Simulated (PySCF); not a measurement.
Species: arsenic tetramer, As4.
InChI=1S/As4/c1-2-3(1)4(1)2

Level of theory: PBE0-D3(BJ)/def2-SVP geometry optimisation, gas phase (PySCF 2.14.0).

Masses are those of the commonest isotopes; rigid-rotor values at the optimised geometry. 

Q: Give the principal moments of inertia and the rotational constants in cm⁻¹.

A: Ia = 443.58, Ib = 443.85, Ic = 443.96 u·Å²; 505379 MHz·u·Å²/I gives 1139, 1139 and 1138 MHz, that is A = 0.03800, B = 0.03798, C = 0.03797 cm⁻¹.

Q: What kind of rotor is it?

A: A spherical top, as the point group Td requires three equal moments; the computed ones differ by 0.09 % because the geometry is symmetric only within the optimiser's tolerance.

The point group Td allows no dipole (computed: 0.00 D), so a rigid rotor has no electric-dipole lines.

Q: Estimate the classical rotational partition function at 200 K, 298.15 K and 500 K.

A: Point group Td, symmetry number σ = 12; q = (√π/σ)·√((kT/h)³/(ABC)), k/h = 20836.6 MHz/K: 32700 at 200 K, 59500 at 298.15 K, 129000 at 500 K.

PBE0-D3(BJ)/def2-SVP frequencies: not computed here. Zero-point vibration and centrifugal distortion are left out.
